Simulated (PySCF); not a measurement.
**Telling isomers of C₈H₁₁Cl apart by NMR**

- coordinates at the GFN2-xTB level
- NMR shieldings at PBE0/pcSseg-1/GIAO
- run in PySCF
- equivalent nuclei averaged, one computed conformer, isolated molecule, non-relativistic Hamiltonian

Chemical shifts δ = σref − σ; TMS for $^{1}$H and $^{13}$C, all at this level. Where no couplings were computed, multiplicities follow the n + 1 count of equivalent neighbours, and m marks all less simple cases (inequivalent or close neighbours, rings, F or P nearby). Shifts are as computed. Against solution values, carbons near 30 ppm lie about +3 ppm off and those near 130 ppm about +5 ppm; carbons on Cl a further +6 ppm. Of 1211 compounds with measured shifts, 218 miss one by over three times the rms of a fit or turn the order of signals round; such compounds aren't used in these exercises. Carbons bonded to Cl come out too deshielded.

(1) Tabulate the signals of `CC1=C/C(=C/Cl)CCC1`, `Cl/C=C1\C[C@@H]2CC[C@H]1C2`, `CC1=CCC/C(=C/Cl)C1` and their relative energies.

(2) What is the quickest way to tell Cl/C=C1\C[C@@H]2CC[C@H]1C2 from CC1=CCC/C(=C/Cl)C1?

(3) What is the quickest way to tell CC1=C/C(=C/Cl)CCC1 from Cl/C=C1\C[C@@H]2CC[C@H]1C2?

(4) What is the quickest way to tell CC1=C/C(=C/Cl)CCC1 from CC1=CCC/C(=C/Cl)C1?

Results:

(1) 
| SMILES | carbon types | δC | δH | E rel. (kcal/mol) |
| --- | --- | --- | --- | --- |
| CC1=C/C(=C/Cl)CCC1 | 2×C 2×CH 3×CH2 1×CH3 | 147.3, 145.7, 128.7, 125.9, 34.6, 29.0, 27.3, 26.3 | 6.09 (s, 1H), 5.94 (s, 1H), 2.48 (m, 2H), 2.08 (m, 2H), 1.93 (s, 3H), 1.63 (m, 2H) | 2.0 |
| Cl/C=C1\C[C@@H]2CC[C@H]1C2 | 1×C 3×CH 4×CH2 | 157.8, 119.7, 48.1, 41.7, 40.7, 39.5, 32.7, 31.4 | 6.08 (s, 1H), 2.65 (m, 1H), 2.39 (m, 1H), 2.30 (m, 1H), 2.02 (m, 1H), 1.76 (m, 1H), 1.72 (m, 1H), 1.34 (m, 1H), 1.32 (m, 1H), 1.31 (m, 1H), 1.28 (m, 1H) | 0.0 |
| CC1=CCC/C(=C/Cl)C1 | 2×C 2×CH 3×CH2 1×CH3 | 148.1, 140.7, 128.6, 121.8, 36.7, 34.6, 32.7, 26.6 | 5.97 (s, 1H), 5.79 (t, 1H), 2.95 (s, 2H), 2.26 (m, 2H), 2.22 (m, 2H), 1.85 (s, 3H) | 6.9 |

Energies are electronic energies at PBE0/pcSseg-1 on these geometries, without zero-point or thermal terms, each for the one conformer computed, which needn't be the lowest.

(2) Both give the same number of carbon signals, but DEPT or the intensities differ. The first has an allylic sp3 CH at 48.1 ppm, the second an allylic methyl carbon (CH3) at 26.6 ppm. Their most deshielded carbons lie at 157.8 and 148.1 ppm.

(3) Both give the same number of carbon signals, but DEPT or the intensities differ. The first has an allylic methyl carbon (CH3) at 27.3 ppm, the second an allylic sp3 CH at 48.1 ppm. Their most deshielded carbons lie at 147.3 and 157.8 ppm.

(4) Both give the same number of carbon signals, with the same numbers of each carbon type, so the positions decide. The first has an sp3 CH2 in a ring at 26.3 ppm, the second a fully substituted alkene carbon (C) at 140.7 ppm. Their most deshielded carbons lie at 147.3 and 148.1 ppm.
